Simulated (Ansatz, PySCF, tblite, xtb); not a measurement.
Scan of H₃B, singlet: umbrella (inversion) coordinate, bond length relaxed. Scanned: angle between the B-H bonds and the threefold axis (90 = planar). Other coordinates (B-H bond length) were minimised at B3LYP/def2-TZVP.

RKS-B3LYP/LANL2DZ = restricted B3LYP/LANL2DZ in PySCF 2.14.0; GFN2-xTB, 300 K electronic temperature (tblite); GFN1-xTB (xtb); FCI/def2-SVP = Ansatz (a first-principles code) with full CI/def2-SVP, frozen core.

Energies relative to the lowest point of each profile, in mEh; the last columns give the difference from FCI:

```
a / °   RKS-B3LYP/LANL2DZ  GFN2-xTB  GFN1-xTB  FCI/def2-SVP  RKS-B3LYP/LANL2DZ − FCI/def2-SVP  GFN2-xTB − FCI/def2-SVP  GFN1-xTB − FCI/def2-SVP
------  -----------------  --------  --------  ------------  --------------------------------  -----------------------  -----------------------
90                    0.0       0.0       0.0           0.0                               0.0                      0.0                      0.0
93.72                 1.3       0.7       0.9           1.3                              -0.1                     -0.6                     -0.5
95.89                 3.2       1.8       2.2           3.3                              -0.1                     -1.6                     -1.2
99.33                 8.0       4.5       5.5           8.4                              -0.3                     -3.8                     -2.8
101.73               12.7       7.2       8.8          13.2                              -0.5                     -6.0                     -4.4
104.74               20.0      11.6      14.0          20.8                              -0.8                     -9.2                     -6.8
108.16               30.4      18.1      21.6          31.6                              -1.2                    -13.5                    -10.0
110.38               38.3      23.1      27.5          39.8                              -1.5                    -16.7                    -12.3
113.65               51.6      32.0      37.7          53.6                              -2.0                    -21.6                    -15.8
116.30               63.9      40.6      47.5          66.3                              -2.4                    -25.7                    -18.8
119.83               82.5      54.3      62.8          85.4                              -2.9                    -31.1                    -22.7
123.34              103.6      71.0      80.8         106.9                              -3.3                    -36.0                    -26.1
125.99              121.5      85.8      96.6         124.9                              -3.3                    -39.0                    -28.2
128.56              140.6     102.6     114.0         143.6                              -3.0                    -41.0                    -29.6
132                 169.1     129.1     140.7         170.8                              -1.7                    -41.7                    -30.1
```

RKS-B3LYP/LANL2DZ is furthest from FCI/def2-SVP at 125.99 (-3.3 mEh, below); its mean absolute difference over the points is 1.6 mEh.

GFN2-xTB is furthest from FCI/def2-SVP at 132 (-41.7 mEh, below); its mean absolute difference over the points is 19.2 mEh.

GFN1-xTB is furthest from FCI/def2-SVP at 132 (-30.1 mEh, below); its mean absolute difference over the points is 14.0 mEh.
